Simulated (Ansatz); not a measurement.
Cl2Si, triplet, geometry from GFN2-xTB (the spin is typed, not shown lowest). Base run: Ansatz (a program for electronic structure) with MP2/6-31G.

The Ansatz input:
Ansatz 0.2 input:
```yaml
crystal:
  periodic: [false, false, false]
  atoms:
    - {symbol: Si, position_ang: [0.00116356, 0.00485476, 0.75153490]}
    - {symbol: Cl, position_ang: [1.13018859, 1.35003223, -0.31993995]}
    - {symbol: Cl, position_ang: [-1.13114682, -1.35403027, -0.29897114]}
basis:
  gaussian:
    orbitals: 6-31G
magnetization: {spin_polarized: true, initial_magnetization: 2}
correlation: {method: mp2}
```

The base run was repeated with changes; each row names its change, and settings that it needs were set with it.

```json
[
 {"change": "base", "basis functions": "39", "E (Eh)": "-1207.90920", "MP2 correlation (Eh)": "-0.10726"},
 {"change": "basis = pcseg-0", "basis functions": "39", "E (Eh)": "-1206.50953", "MP2 correlation (Eh)": "-0.11555"},
 {"change": "basis = pcseg-1", "basis functions": "54", "E (Eh)": "-1208.16215", "MP2 correlation (Eh)": "-0.31165"},
 {"change": "basis = pc-1", "basis functions": "54", "E (Eh)": "-1208.22351", "MP2 correlation (Eh)": "-0.32009"},
 {"change": "basis = cc-pVDZ", "basis functions": "54", "E (Eh)": "-1208.27199", "MP2 correlation (Eh)": "-0.32236"},
 {"change": "basis = 6-31G**", "basis functions": "57", "E (Eh)": "-1208.19389", "MP2 correlation (Eh)": "-0.30513"},
 {"change": "basis = aug-pcseg-1", "basis functions": "81", "E (Eh)": "-1208.19231", "MP2 correlation (Eh)": "-0.33287"},
 {"change": "basis = aug-cc-pVDZ", "basis functions": "81", "E (Eh)": "-1208.30624", "MP2 correlation (Eh)": "-0.34839"},
 {"change": "basis = pc-2", "basis functions": "102", "E (Eh)": "-1208.39848", "MP2 correlation (Eh)": "-0.41875"},
 {"change": "basis = cc-pV(T+d)Z", "basis functions": "117", "E (Eh)": "-1208.44933", "MP2 correlation (Eh)": "-0.44563"},
 {"change": "basis = def2-TZVPD", "basis functions": "135", "E (Eh)": "-1208.42307", "MP2 correlation (Eh)": "-0.44128"},
 {"change": "basis = cc-pVQZ", "basis functions": "177", "E (Eh)": "-1208.50136", "MP2 correlation (Eh)": "-0.48938"},
 {"change": "basis = def2-QZVPP", "basis functions": "210", "E (Eh)": "-1208.50762", "MP2 correlation (Eh)": "-0.49241"}
]
```

Totals compare only among sets that treat the same electrons; sets with core potentials leave the core out.
